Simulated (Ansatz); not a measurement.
Cost and result up the ladder for the cluster Pd₂H₃ (5 atoms). The state is a doublet with charge 0. Geometry: PBE0-D4/def2-TZVP.

```xyz
5

Pd   -1.094    0.259    0.672
Pd    1.041   -0.644   -0.467
H     1.989    0.069   -1.457
H    -1.751    1.651    0.539
H    -0.184   -1.336    0.713
```

Ansatz on 4 threads of Intel Xeon 6975P-C on a shared host. Times are rough, and most runs start from the orbitals of an earlier one. No level here is sound enough to serve as a yardstick. Binding counts from free atoms at the same level (Pd singlet, H doublet; other spins of the atoms weren't run), without zero-point energy or a counterpoise term.

In the def2 sets Pd takes a core potential; there is no spin–orbit coupling. Correlated methods freeze no core orbitals; core or outer-core shells of Pd are correlated, in sets that lack core-valence functions. In CCSD on the charge 0 doublet the largest single amplitude is 0.18, so its Hartree–Fock determinant may place the open shell otherwise than the density functionals do. No other spin state of charge 0 was run. Another isomer (doublet) lies 1.79 eV lower at PBE0-D4/def2-TZVP; other spin states weren't run for this one.

Run but left out: HF/def2-TZVP, r2SCAN0-D4/def2-TZVP (⟨S²⟩ 1.08 to 1.32, where a pure state has 0.75).

Correlated methods converge slowly with the basis.

```json
{"level": "PBE-D4/def2-TZVP (with forces)", "functions": "98", "wall time": "1.3 s", "binding energy per atom (eV)": "1.69", "remarks": "spin-contaminated (⟨S²⟩ 0.84)"}
{"level": "r2SCAN-D4/def2-TZVP", "functions": "98", "wall time": "1.7 s", "binding energy per atom (eV)": "1.77", "remarks": "spin-contaminated (⟨S²⟩ 0.98)"}
{"level": "PBE0-D4/def2-TZVP", "functions": "98", "wall time": "1.8 s", "binding energy per atom (eV)": "1.51", "remarks": "spin-contaminated (⟨S²⟩ 0.98)"}
{"level": "CCSD(T)/def2-TZVP", "functions": "98", "wall time": "28 s", "binding energy per atom (eV)": "1.51", "remarks": "spin-contaminated (⟨S²⟩ 1.32)"}
```
